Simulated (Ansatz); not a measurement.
Consider the atomization: `C[O][Sn][OH]` → C• + 4 H• + 2 O• + Sn•.

Program: Ansatz. Geometries: PBE0-D4/def2-TZVP. ΔE: electronic, gas phase. CCSD(T)/CBS is the MP2 limit (def2-TZVPP, def2-QZVPP) plus CCSD(T) − MP2 in def2-TZVPP, frozen cores. This one scheme is used for every species, atoms too. Functionals use def2-TZVPP. B3LYP here is the variant with VWN-RPA as its local correlation; programs differ in this. HSE06 is defined as in plane-wave codes. No spin–orbit coupling; open shells (•) take unrestricted orbitals. Spin–orbit coupling would lower the free atoms: a little for C, O; strongly for Sn. def2 core potentials past Kr. For Sn outer-core shells are correlated without core-valence functions, so the limit isn't a true one: a few kJ/mol of doubt a bond, and 10 to 20 or more in all where bonds break to atoms. One conformer a species, not always the lowest.

```tsv
level	ΔE (kJ/mol)	difference from CCSD(T)/CBS
LDA (SPW92)	3352.4	457.4
r2SCAN-D4	2873.7	-21.3
B3LYP-D4	2869.2	-25.8
r2SCAN0-D4	2788.2	-106.8
HSE06-D4	2846.1	-48.9
ωB97M-V	2868.7	-26.3
PBE-QIDH	2815.6	-79.4
r2SCAN	2870.2	-24.8
PBE0	2831.5	-63.5
r2SCANh	2834.7	-60.3
CAM-B3LYP	2868.8	-26.2
MP2/def2-SVP	2705.8	-189.2
MP2/def2-TZVPP	2857.3	-37.7
SCS-MP2/def2-TZVPP	2833.8	-61.2
HF/def2-QZVPP	1931.8	-963.2
MP2/def2-QZVPP	2919.9	24.9
CCSD(T)/CBS	2895.0	0
```

Largest T1 diagnostic among the species: 0.017.

From PBE to PBE0 (25 % exact exchange), in def2-TZVPP and without D4, ΔE moves by −99.5 kJ/mol: exact exchange takes away binding that semilocal exchange gives to molecules. The D4 term adds +25.2 kJ/mol with B3LYP and +13.0 kJ/mol with PBE0; it sums over pairs of atoms, weighted by their polarisabilities, and B3LYP, whose exchange is more repulsive, gets the larger term. In def2-TZVPP, CCSD(T) changes the Hartree–Fock value by +868.5 kJ/mol (the triples alone add +57.2 kJ/mol) and MP2 by +934.4 kJ/mol; breaking electron pairs costs correlation energy, which Hartree–Fock lacks.

For atomizations the MP2-based limit and the directly extrapolated one differ by several kJ/mol either way, and by 10 to 25 for some Ge, Se and Sn compounds, so smaller differences from it don't rank the levels.
